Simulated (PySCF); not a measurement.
**Computed structure and properties of [Hg(H2O)]2+**

System: [Hg(H2O)]2+ (singlet); start: displaced along the imaginary mode (Cs). Method: PySCF 2.14.0, RKS PBE0, Hg def2-SVP with ECP60, O def2-SVP, H def2-SVP; non-relativistic Hamiltonian with scalar-relativistic core potentials where named; density fitting; no spin-orbit coupling.

Input of the relaxation:

```python
mol = gto.M(atom='''
Hg     0.00000    -0.00066    -0.17574
O     -0.00000     0.03987     1.90883
H      0.81582    -0.25000     2.46249
H     -0.81582    -0.25000     2.46249''',
    basis={'Hg': 'def2-SVP', 'O': 'def2-SVP', 'H': 'def2-SVP'},
    ecp={'Hg': 'def2-SVP'},
    charge=2, spin=0)
mf = dft.RKS(mol, xc='PBE0')
mf.grids.atom_grid = (50, 194)
mf = mf.density_fit()  # fitting sets: Hg def2-universal-JKFIT, O def2-universal-JKFIT, H def2-universal-JKFIT
mf.conv_tol = 1e-08; mf.max_cycle = 55
mf.kernel(dm0)  # dm0: converged density of the start geometry
# quasi-Newton relaxation in Cartesian coordinates to a largest gradient under 0.00045 Eh/bohr, steps kept in the point group
```

Run from Python with OMP_NUM_THREADS=2; the lines above give its settings. Where DIIS fails, smearing, a level shift and second-order steps follow.
It took 2.7 s on 2 threads of Arm Neoverse V1, on a shared host, from the converged density of the start.

Course of the relaxation:

| step | energy above end (eV) | largest force component within the symmetry (eV/Å) |
| --- | --- | --- |
| 0 | 0.0741 | 2.130 |
| 1 | 0.0002 | 0.052 |
| 2 | 0.0000 | 0.012 |
| 3 | 0.0000 | 0.006 |

Relaxed geometry (Cs):

```xyz
4

Hg    0.0000    0.0024   -0.1655
O     0.0000    0.0088    1.9330
H     0.8078   -0.2360    2.4453
H    -0.8078   -0.2360    2.4453
```

```json
{"contact": "Hg1–O2 (H2O)", "Å": "2.098"}
```

On the finer grid (75, 302):

```json
{
  "HOMO": "-23.29 eV",
  "LUMO": "-18.38 eV",
  "Dipole about the centre of mass": "4.48 D",
  "Set of Mulliken populations of Hg1 outside the core potential": "s 2.37, p 6.08, d 9.97, f 0.00",
  "D3(BJ) dispersion energy (not in the energies)": "-0.040 eV"
}
```

```tsv
atom	Mulliken (e)	Löwdin (e)	spin (e)
Hg1	1.57	1.46	0.00
O2	-0.25	0.12	0.00
H3	0.34	0.21	0.00
H4	0.34	0.21	0.00
```

On the grid (50, 194), as all that follows. Harmonic modes: a minimum; lowest 362 cm⁻¹ (negative: unstable), highest 3641 cm⁻¹, zero-point energy 0.646 eV.

Taking off one H2O (charge 0, singlet; the rest: singlet) in vacuum, both parts rigid, costs 4.40 eV; the small basis without counterpoise inflates it. Parting with an electron moved from the ligand to the metal can be far cheaper, even downhill.

Rigid scan of H2O along the line from its metal:

```json
{"distance to O2 (Å)": "1.80", "energy (eV)": "0.929"}
{"distance to O2 (Å)": "1.90", "energy (eV)": "0.343"}
{"distance to O2 (Å)": "2.00", "energy (eV)": "0.072"}
{"distance to O2 (Å)": "2.10", "energy (eV)": "0.000"}
{"distance to O2 (Å)": "2.20", "energy (eV)": "0.050"}
{"distance to O2 (Å)": "2.30", "energy (eV)": "0.172"}
{"distance to O2 (Å)": "2.50", "energy (eV)": "0.507"}
```

One start shape was tried, so this needn't be the lowest isomer.
